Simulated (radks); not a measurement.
The numbers below are computed, except where a source is named.
Rh VII, configuration [Kr] 4d3.

Code: a radial shooting solver on a logarithmic mesh with Libxc functionals. Model: scalar-relativistic Kohn-Sham, BLYP, spin-polarised, spherical densities, finite nucleus; open shells are filled with parallel spins first (spin-orbit coupling, left out, can overturn this in heavy ions); Fermi nuclear charge, rms radius 4.4945 fm.

Energy parts (eV):
| part | energy |
|---|---|
| total | -129949.978 |
| kinetic | 134599.314 |
| electron-nucleus | -310003.906 |
| Hartree | 49156.752 |
| exchange-correlation | -3702.138 |

Orbitals (lengths in bohr, moments of r in powers of bohr; r(max) is where P^2 peaks):
orbital,occ.,eigenvalue (eV),<r^2>,r(max),<1/r>,<r^4>
1s down,1,-23136.48,0.001438,0.02118,47.05,5.366e-06
1s up,1,-23136.48,0.001438,0.02118,47.05,5.366e-06
2s up,1,-3436.258,0.02374,0.1198,10.65,0.0009689
2s down,1,-3435.577,0.02374,0.1198,10.65,0.0009687
2p up,3,-3089.807,0.01869,0.09575,10.32,0.0006940
2p down,3,-3089.290,0.01869,0.09574,10.32,0.0006937
3s up,1,-690.6827,0.1745,0.3513,3.713,0.04685
3s down,1,-690.3277,0.1744,0.3513,3.713,0.04676
3p up,3,-576.8615,0.1770,0.3444,3.537,0.05059
3p down,3,-576.4573,0.1768,0.3445,3.537,0.05045
3d up,5,-395.0129,0.1633,0.2908,3.312,0.05046
3d down,5,-394.3896,0.1631,0.2910,3.312,0.05021
4s up,1,-172.5912,1.019,0.8718,1.445,1.521
4s down,1,-169.6001,1.016,0.8690,1.451,1.516
4p up,3,-139.0513,1.191,0.9258,1.319,2.129
4p down,3,-135.9618,1.191,0.9228,1.323,2.141
4d up,3,-89.1303,1.689,1.051,1.084,4.561
4d down,0,-86.1094,1.719,1.049,1.079,4.790
5s up,0,-65.7223,4.713,1.959,0.6484,30.74
5s down,0,-64.5979,4.856,1.987,0.6343,32.53
5p up,0,-55.5606,5.732,2.162,0.5870,45.69
5p down,0,-54.7743,5.893,2.197,0.5751,48.07

The highest occupied level is 4d up at -89.130 eV. Summed over all electrons, <r^2> = 17.45 bohr^2, which gives a Langevin (diamagnetic) susceptibility term of -13.8 x 10^-6 cm^3/mol. For comparison, the ionisation energy in NIST's Atomic Spectra Database is 97 eV (theoretical). In exact Kohn-Sham theory the highest level is minus the ionisation energy, but local and semilocal functionals leave it too shallow, through self-interaction and a potential that decays too fast; potentials with the right tail come closer.
